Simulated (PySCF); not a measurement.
**Basis-set dependence of population analyses: `C[NH][GeH2][SiH2]Br`**

CH8BrGeNSi.
SMILES with atom numbers: `[CH3:1][NH:2][GeH2:3][SiH2:4][Br:5]` (hydrogens: H6, H7, H8 on C1; H9 on N2; H10, H11 on Ge3; H12, H13 on Si4)

PBE0 throughout (PySCF), one geometry, spherical d and f functions. Geometry: PBE0-D3(BJ)/def2-SVP, one conformer, isolated molecule. The calculation is non-relativistic, for germanium and bromine too. Atoms taken as equivalent share a column and are averaged. The first 7 of 9 kinds of atom are listed.

Mulliken charges (e):

```tsv
basis	functions	C1	N2	Ge3	Si4	Br5	H6/H7/H8	H9
STO-3G	63	-0.153	-0.461	+0.382	+0.413	-0.221	+0.071	+0.170
6-31G	101	-0.326	-0.808	+0.555	+0.214	-0.215	+0.171	+0.331
6-31G*	126	-0.371	-0.654	+0.125	+0.310	-0.265	+0.175	+0.345
cc-pVDZ	140	+0.004	-0.397	+0.303	+0.186	-0.216	+0.044	+0.116
def2-SVP	150	+0.044	-0.473	+0.336	+0.301	-0.272	+0.039	+0.145
def2-TZVP	243	-0.273	-0.457	+0.196	+0.165	-0.234	+0.122	+0.219
```

IAO charges (e):

```json
{"basis": "STO-3G", "functions": "63", "C1": "-0.314", "N2": "-0.544", "Ge3": "+0.605", "Si4": "+0.334", "Br5": "-0.187", "H6/H7/H8": "+0.121", "H9": "+0.191"}
{"basis": "6-31G", "functions": "101", "C1": "-0.323", "N2": "-0.613", "Ge3": "+0.467", "Si4": "+0.265", "Br5": "-0.223", "H6/H7/H8": "+0.139", "H9": "+0.256"}
{"basis": "6-31G*", "functions": "126", "C1": "-0.292", "N2": "-0.620", "Ge3": "+0.454", "Si4": "+0.416", "Br5": "-0.262", "H6/H7/H8": "+0.130", "H9": "+0.251"}
{"basis": "cc-pVDZ", "functions": "140", "C1": "-0.290", "N2": "-0.618", "Ge3": "+0.477", "Si4": "+0.408", "Br5": "-0.256", "H6/H7/H8": "+0.129", "H9": "+0.251"}
{"basis": "def2-SVP", "functions": "150", "C1": "-0.282", "N2": "-0.614", "Ge3": "+0.482", "Si4": "+0.417", "Br5": "-0.255", "H6/H7/H8": "+0.125", "H9": "+0.247"}
{"basis": "def2-TZVP", "functions": "243", "C1": "-0.301", "N2": "-0.643", "Ge3": "+0.493", "Si4": "+0.442", "Br5": "-0.265", "H6/H7/H8": "+0.133", "H9": "+0.258"}
```

Hirshfeld charges (e):

| basis | functions | C1 | N2 | Ge3 | Si4 | Br5 | H6/H7/H8 | H9 |
| --- | --- | --- | --- | --- | --- | --- | --- | --- |
| STO-3G | 63 | +0.015 | -0.270 | +0.277 | +0.350 | -0.216 | +0.008 | +0.088 |
| 6-31G | 101 | -0.051 | -0.265 | +0.275 | +0.209 | -0.142 | +0.036 | +0.112 |
| 6-31G* | 126 | -0.054 | -0.249 | +0.232 | +0.223 | -0.138 | +0.036 | +0.114 |
| cc-pVDZ | 140 | -0.068 | -0.239 | +0.268 | +0.226 | -0.119 | +0.034 | +0.110 |
| def2-SVP | 150 | -0.071 | -0.242 | +0.267 | +0.235 | -0.121 | +0.035 | +0.111 |
| def2-TZVP | 243 | -0.078 | -0.258 | +0.278 | +0.223 | -0.115 | +0.037 | +0.111 |

ESP-fitted charges (e):

| basis | functions | C1 | N2 | Ge3 | Si4 | Br5 | H6/H7/H8 | H9 |
| --- | --- | --- | --- | --- | --- | --- | --- | --- |
| STO-3G | 63 | -0.050 | -0.597 | +0.319 | +0.268 | -0.238 | +0.051 | +0.299 |
| 6-31G | 101 | +0.141 | -0.838 | +0.379 | +0.157 | -0.229 | +0.031 | +0.409 |
| 6-31G* | 126 | +0.036 | -0.629 | +0.229 | +0.026 | -0.150 | +0.047 | +0.345 |
| cc-pVDZ | 140 | +0.050 | -0.577 | +0.321 | -0.047 | -0.115 | +0.037 | +0.308 |
| def2-SVP | 150 | +0.078 | -0.606 | +0.332 | -0.032 | -0.118 | +0.032 | +0.318 |
| def2-TZVP | 243 | +0.022 | -0.610 | +0.329 | -0.042 | -0.111 | +0.047 | +0.327 |

Some averages cover members that differ in this geometry, most widely: H6/H7/H8, ESP-fitted in cc-pVDZ +0.015 to +0.062; H6/H7/H8, ESP-fitted in def2-SVP +0.014 to +0.057; H6/H7/H8, ESP-fitted in def2-TZVP +0.027 to +0.070; H6/H7/H8, ESP-fitted in 6-31G* +0.029 to +0.072 e.

Task: Which scheme is steadiest as the basis changes?

Result: Largest range over the bases for any column: Hirshfeld 0.14 e, IAO 0.18 e, ESP-fitted 0.32 e, Mulliken 0.43 e. Hirshfeld charges move least and Mulliken charges most, counted in e. Without the minimal STO-3G basis the ranges are Hirshfeld 0.05, IAO 0.18, ESP-fitted 0.26, Mulliken 0.43 e.

Task: How much do the charges still move between the two largest bases, def2-SVP and def2-TZVP?

Result: At most, over all atoms: Mulliken 0.317 e, IAO 0.029 e, Hirshfeld 0.015 e, ESP-fitted 0.057 e.

Task: What do the same runs give for the total energy, the frontier levels and the dipole moment?

Result: 
| basis | energy (Eh) | HOMO (eV) | LUMO (eV) | μ (D) |
| --- | --- | --- | --- | --- |
| STO-3G | -4981.0811 | -3.34 | 4.28 | 2.35 |
| 6-31G | -5036.7480 | -6.51 | -0.77 | 3.29 |
| 6-31G* | -5036.9485 | -6.56 | -0.64 | 2.74 |
| cc-pVDZ | -5037.5078 | -6.57 | -0.55 | 2.43 |
| def2-SVP | -5036.8325 | -6.62 | -0.54 | 2.46 |
| def2-TZVP | -5037.6162 | -6.74 | -0.75 | 2.29 |

The dipole is fixed by the density alone, so its range of 1.00 D shows that the density itself changes with the basis, not only its division among atoms.
